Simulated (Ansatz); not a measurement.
Consider the hydrogenolysis of a C–C bond: `CC#[C][GeH2][NH2]` + H₂ → `C#[C][GeH2][NH2]` + CH₄.

Isolated molecules relaxed with PBE0-D4/def2-TZVP in Ansatz; ΔE leaves out vibrations. CCSD(T)/CBS adds triple-zeta CCSD(T) − MP2 to the extrapolated MP2 energy (def2 sets, frozen cores). This one scheme is used for every species. Functionals use def2-TZVPP. B3LYP here is the variant with VWN-RPA as its local correlation; programs differ in this. For Ge outer-core shells are correlated without core-valence functions, which leaves a few kJ/mol of doubt a bond. Scalar relativity is left out up to krypton. Each species was taken in one conformer, which may not be the lowest.

| species | B3LYP energy (Eh) |
| --- | --- |
| `CC#[C][GeH2][NH2]` | -2250.36418 |
| H₂ | -1.18000 |
| `C#[C][GeH2][NH2]` | -2211.02285 |
| CH₄ | -40.53912 |

Question: Work out ΔE.

Answer: ΔE = (-2211.02285) + (-40.53912) − (-2250.36418) − (-1.18000) = -0.01779 Eh = -46.7 kJ/mol. CCSD(T)/CBS gives -44.3 kJ/mol.

Largest T1 diagnostic among the species: 0.012.

The D4 term adds +5.4 kJ/mol with B3LYP and +3.0 kJ/mol with PBE0; it sums over pairs of atoms, weighted by their polarisabilities, and B3LYP, whose exchange is more repulsive, gets the larger term. In def2-TZVPP, CCSD(T) changes the Hartree–Fock value by +12.1 kJ/mol (the triples alone add +3.1 kJ/mol) and MP2 by +17.5 kJ/mol.
